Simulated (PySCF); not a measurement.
5-hexyn-2-one, C6H8O.
SMILES: `C#CCCC(C)=O`

Torsions of this conformer, `[CH:1]#[C:2][CH2:3][CH2:4][C:5]([CH3:6])=[O:7]`: C2–C3–C4–C5 180°, C3–C4–C5–C6 180°.

The closed-shell ground state was solved at several levels (PySCF, density fitting, gas phase, non-relativistic). Isolated species at its PBE0-D3(BJ)/def2-SVP geometry (one conformer only).

```
             level  basis functions  total energy (Eh)  HOMO (eV)  LUMO (eV)  gap (eV)  dipole (D)
     PBE0/pcSseg-1              159          -308.2072      -7.36      -0.54      6.82        2.69
CAM-B3LYP/pcSseg-2              364          -308.5722      -8.80       0.58      9.38        2.76
   B3LYP/def2-SVPD              207          -308.4047      -7.17      -0.94      6.23        2.70
```

(1) What might B3LYP/pcJ-1 (269 basis functions) give for the same quantities?

(2) Over all these levels, which gives the widest orbital gap and which the narrowest?

(3) How far do the dipole and the HOMO energy spread over the levels?

Results:

(1) Total energy -308.6303 Eh, HOMO -7.10 eV, LUMO -0.80 eV, gap 6.30 eV, dipole 2.65 D.

(2) CAM-B3LYP/pcSseg-2 (range-separated hybrid) has the widest, 9.38 eV, and B3LYP/def2-SVPD (global hybrid, 20 % exact exchange) the narrowest, 6.23 eV. Functional and basis both differ between the two, so the spread mixes both effects.

(3) The dipole runs from 2.65 to 2.76 D (mean 2.70 D) and the HOMO from -8.80 to -7.10 eV.
